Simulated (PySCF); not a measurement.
## Correlation energy of He (helium, neutral)

1s1 2s1, high-spin 3S determinant (an excited configuration). Computed with PySCF 2.14 in aug-cc-pVTZ with one added diffuse shell each of s, p, d type (5s4p3d, 32 functions), with the non-relativistic Hamiltonian (point nucleus). Frozen: nothing; 2 electrons correlated.

With two correlated electrons CCSD is exact within the correlated space (frozen core and kept virtual orbitals).

```tsv
level	correlation energy (mhartree)
CCSD	-0.96
```

Diagnostics: T1 = 0.0025, D1 = 0.0050, largest double amplitude 0.007.

The outer electron is Rydberg-like, and this basis confines it to a smaller radius and binds it less than a complete one would.

Cost of the coupled-cluster step: about 0.22 core-seconds, for 2 correlated electrons.

Iterations:

```
CC2 = 0
CCSD nocc = (np.int64(2), np.int64(0)), nmo = (32, 32)
frozen orbitals [[], []]
max_cycle = 100
direct = 0
conv_tol = 1e-08
conv_tol_normt = 1e-06
diis_space = 8
diis_start_cycle = 0
Init t2, MP2 energy = -0.000719716507322545
Init E_corr(UCCSD) = -0.000719716544546093
cycle = 1  E_corr(UCCSD) = -0.000892318938677129  dE = -0.000172602394  norm(t1,t2) = 0.00416581
cycle = 2  E_corr(UCCSD) = -0.000938245095795439  dE = -4.59261571e-05  norm(t1,t2) = 0.00172367
cycle = 3  E_corr(UCCSD) = -0.00096148120826039  dE = -2.32361125e-05  norm(t1,t2) = 0.000857251
cycle = 4  E_corr(UCCSD) = -0.000957392625677894  dE = 4.08858258e-06  norm(t1,t2) = 0.000179872
cycle = 5  E_corr(UCCSD) = -0.000957520872408429  dE = -1.28246731e-07  norm(t1,t2) = 7.59368e-06
cycle = 6  E_corr(UCCSD) = -0.000957522077333587  dE = -1.20492516e-09  norm(t1,t2) = 2.70301e-07
UCCSD converged
E(UCCSD) = -2.173623009947497  E_corr = -0.0009575220773335867
```
